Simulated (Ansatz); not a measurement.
Coupled-cluster diagnostics for the cluster TaS2, Ansatz.

Geometry of the doublet (r2SCAN-D4/def2-TZVP):

```xyz
3

Ta   -0.317    1.285   -0.415
S     0.408   -0.894   -0.763
S    -0.092   -0.390    1.178
```

In the def2 sets Ta takes a core potential; there is no spin–orbit coupling. Correlated methods freeze 10 core orbitals; core or outer-core shells of Ta are correlated, in sets that lack core-valence functions. In CCSD on the charge 0 doublet the largest single amplitude is 0.27, so its Hartree–Fock determinant may place the open shell otherwise than the density functionals do. No other spin state of charge 0 was run. The geometry of the doublet was relaxed on an unsound state (⟨S²⟩ 1.50, where a pure state has 0.75). Another isomer (doublet) lies 2.44 eV lower at PBE0-D4/def2-TZVP; other spin states weren't run for this one.

Task: Estimate the CCSD(T) correlation energy, the shares of MP2 and (T), T1 and the reference's ⟨S²⟩ for: charge 0, doublet, own geometry in def2-TZVPP; and the rough time on 4 threads of Arm Neoverse V2 on a shared host.

Result: 
```tsv
state	basis	correlation (eV)	MP2 share (%)	(T) share (%)	T1	⟨S²⟩ (pure)	wall time	remarks
charge 0, doublet, own geometry	def2-TZVPP	-20.118	91.1	6.2	0.059	1.64 (0.75)	57 s	large T1 (0.059), spin-contaminated (⟨S²⟩ 1.64)
```
Customary marks for T1 are 0.02 (closed shells), 0.045 (open shells) and about 0.05 (3d metals). T1 exceeds 0.02 in 1 of 1 rows and 0.045 in 1; the higher it lies, the less the single-reference result can be trusted.
